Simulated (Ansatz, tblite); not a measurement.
Cost and result up the ladder for Si3W3⁻ (the lowest doublet isomer of a short search) (6 atoms). Charge -1, multiplicity 2. Geometry: PBE-D4/def2-SVPD.

```xyz
6

W     0.080   -1.028    1.047
W    -1.178    1.364   -0.817
W     0.189   -0.476   -1.250
Si    2.340   -0.645    0.241
Si   -2.235   -0.555    0.141
Si    0.804    1.340    0.637
```

Ansatz on 4 threads of Arm Neoverse V2 on a shared host; xTB runs through tblite on one thread. Times are rough, summed over both states, and most runs start from the orbitals of an earlier one. No level here is sound enough to serve as a yardstick. The other state is a singlet.

In the def2 sets W takes a core potential; there is no spin–orbit coupling. The xTB rows come from tblite. The structure comes from a short search, and lower isomers may exist.

Raw xTB energies of ions are shifted by several eV, and xTB has no spin-polarisation term.

| level | functions | wall time |
| --- | --- | --- |
| GFN2-xTB | 54 | 0.041 s |
| PBE-D4/def2-TZVPD (with forces) | 258 | 21 s |
| PBE0-D4/def2-TZVPD | 258 | 52 s |
| r2SCAN-D4/def2-TZVPD | 258 | 93 s |

(1) Estimate what each level gives for the vertical IE (eV).

Results:

(1) 
| level | vertical IE (eV) | remarks |
| --- | --- | --- |
| GFN2-xTB | 6.43 | – |
| PBE-D4/def2-TZVPD (with forces) | 1.90 | HOMO above zero (-1 doublet), restricted singlet, untested (singlet) |
| PBE0-D4/def2-TZVPD | 1.85 | restricted singlet, untested (singlet), spin-contaminated (⟨S²⟩ 0.89) (-1 doublet) |
| r2SCAN-D4/def2-TZVPD | 1.95 | restricted singlet, untested (singlet), spin-contaminated (⟨S²⟩ 0.87) (-1 doublet) |
